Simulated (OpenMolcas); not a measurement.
**4s2 4p along the 31-electron sequence**

* Program: OpenMolcas 26.06
* Method: CASSCF
* Basis: ANO-RCC-VTZP
* Scalar Hamiltonian: DKH2, point nucleus
* Spin-orbit coupling: state interaction with AMFI integrals over the reference wave functions, term energies averaged over their components

Active space for each ion: 1 electron in 3 orbitals (4p).

Computed levels in cm-1 above 2P* 1/2:

```csv
Level,As2+,Se3+,Br4+,Kr5+
2P* 3/2,2666,4014,5679,7546
weight of 2P* in the lowest level (%),100,100,100,100
```

Measured, with the error of the calculation in %. Measured levels: As2+, Se3+, Br4+ from Moore, Atomic Energy Levels, vol. II, NSRDS-NBS 35 (1971 reprint of NBS Circular 467, 1952); Kr5+ from Saloman, J. Phys. Chem. Ref. Data 36, 215 (2007).

```json
{"Level": "2P* 3/2", "As2+": "2940 (-9.3)", "Se3+": "4376 (-8.3)", "Br4+": "6090 (-6.7)", "Kr5+": "8110 (-7.0)"}
```

The fine-structure level 2P* 3/2 changes by a factor of 2.83 from As2+ to Kr5+. Its fourth root runs 7.19, 7.96, 8.68, 9.32, with steps per unit of Z of 0.77, 0.72, 0.64; equal steps would mean a (Z - σ)^4 law with constant σ.

With one active electron the reference holds no correlation, so core polarisation is missing. Computed and measured levels are paired by configuration, term and J; levels that our copy of the source lacks, or whose pairing is in doubt (as where it misses far off the trend of its configuration), stay unpaired and out of the deviations. Levels of configurations outside the active space are missing.

* marks odd parity.
